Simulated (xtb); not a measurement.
C₂H₄GeN₂, SMILES C(/N=[CH]\[GeH3])#N. All values are semi-empirical tight-binding results from xtb (GFN2-xTB unless named), good for trends rather than for accurate numbers. Geometry: GFN2-xTB. The structure was generated by enumeration; whether it is a known compound was not checked.

Optimised geometry:

```xyz
9

N      2.8070    -0.8090    -0.7908
C      2.0933    -0.0249    -0.3402
N      1.4530     0.9748     0.1953
C      0.2157     1.0728     0.4324
Ge    -1.2133    -0.2444     0.0840
H     -0.0811     2.0164     0.8912
H     -1.8383    -0.6015     1.3922
H     -2.2483     0.4171    -0.7651
H     -0.6813    -1.4598    -0.5906
```

For metal compounds this method's bond lengths and energies can be far off.

```
Quantity                                      Result
-------------------------------------  -------------
orbital gap                                  2.16 eV
zero-point energy                      31.5 kcal/mol
G − E(el) at 298.15 K (modified RRHO)  11.6 kcal/mol
```

Computed atomic charges and the Wiberg bond orders between heavy atoms:
charges (e) N1 -0.26, C2 0.18, N3 -0.13, C4 0.04, Ge5 0.08, H6 0.07, H7 0.00, H8 0.00, H9 0.02. Bond orders N1–C2 2.64, C2–N3 1.27, N3–C4 1.81, C4–Ge5 0.86.
